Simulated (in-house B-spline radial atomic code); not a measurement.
Ionisation energies with and without relativity, with size and susceptibility from the Dirac run. Dirac energy differences include first-order Breit, QED and recoil terms. NIST's values go from ground level to ground level; the uncertainty of those that are theory runs from under 0.1 % in few-electron ions to several per cent in heavy many-electron ones. Computed with a B-spline radial code for spherical atoms: non-relativistic Hartree-Fock and Dirac-Hartree-Fock, averages of the configuration (point nuclei without relativity, finite nuclei with it).

```csv
ion,configuration,configuration after,ionisation non-relativistic (eV),ionisation Dirac Breit and QED (eV),tabulated value (eV),tabulated kind,radius at density 0.001 (bohr),diamagnetic susceptibility (10⁻⁶ cm³/mol)
Zr3+,[Kr] 4d1,[Ar] 3d10 4s2 4p6,33.77,33.34,34.41836,measured,3.242,-19.218
Nb3+,[Kr] 4d2,[Kr] 4d1,?,?,?,measured,?,?
Mo3+,[Kr] 4d3,[Kr] 4d2,38.71,38.22,40.33,semi-empirical,3.279,-20.477
Tc3+,[Kr] 4d4,[Kr] 4d3,?,?,?,tabulated theory,?,?
Ru3+,[Kr] 4d5,[Kr] 4d4,43.54,42.98,45,tabulated theory,3.2,-20.801
Rh3+,[Kr] 4d6,[Kr] 4d5,45.93,45.34,42,tabulated theory,3.149,-20.779
Pd3+,[Kr] 4d7,[Kr] 4d6,48.32,47.68,46,tabulated theory,3.096,-20.679
Ag3+,[Kr] 4d8,[Kr] 4d7,50.70,50.02,49,tabulated theory,3.043,-20.525
Cd3+,[Kr] 4d9,[Kr] 4d8,53.08,52.36,51,tabulated theory,2.99,-20.331
```

(1) Fill in the row of Nb3+.

(2) Fill in the row of Tc3+.

Results:

(1) ionisation non-relativistic (eV): 36.26; ionisation Dirac Breit and QED (eV): 35.80; tabulated value (eV): 37.611; radius at density 0.001 (bohr): 3.288; diamagnetic susceptibility (10⁻⁶ cm³/mol): -20.015.

(2) ionisation non-relativistic (eV): 41.14; ionisation Dirac Breit and QED (eV): 40.61; tabulated value (eV): 41; radius at density 0.001 (bohr): 3.246; diamagnetic susceptibility (10⁻⁶ cm³/mol): -20.716.
